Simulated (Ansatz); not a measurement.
Correlation energies of BrClFHSn, SMILES `[F][SnH]([Cl])[Br]` by basis set

Z-matrix (Å, degrees):
```
Sn
F 1 1.903
Br 1 2.440 2 106.0
Cl 1 2.295 2 105.1 3 115.7
H 1 1.691 2 108.6 3 -123.4
```

Total charge 0; spin multiplicity 1. Correlated methods include outer-core shells of Br, Sn, which these sets cover unevenly. Scalar relativity is left out up to krypton. Sn: def2 effective core potential. All single points use the PBE0-D4/def2-TZVP geometry. Frozen core, restricted reference, Ansatz 0.2.0.

```json
{"basis": "def2-SVP", "HF (Eh)": "-3344.85444", "MP2 corr.": "-0.65335"}
{"basis": "def2-TZVPP", "HF (Eh)": "-3345.47449", "MP2 corr.": "-1.02626"}
{"basis": "def2-QZVPP", "HF (Eh)": "-3345.54504", "MP2 corr.": "-1.60360"}
```

Problem. Estimate the CCSD correlation energy and the (T) correction in each basis where they were run (hartree).

Solution. 
```json
{"basis": "def2-SVP", "CCSD corr.": "-0.67525", "(T)": "-0.01397"}
{"basis": "def2-TZVPP", "CCSD corr.": "-1.04125", "(T)": "-0.03510"}
```
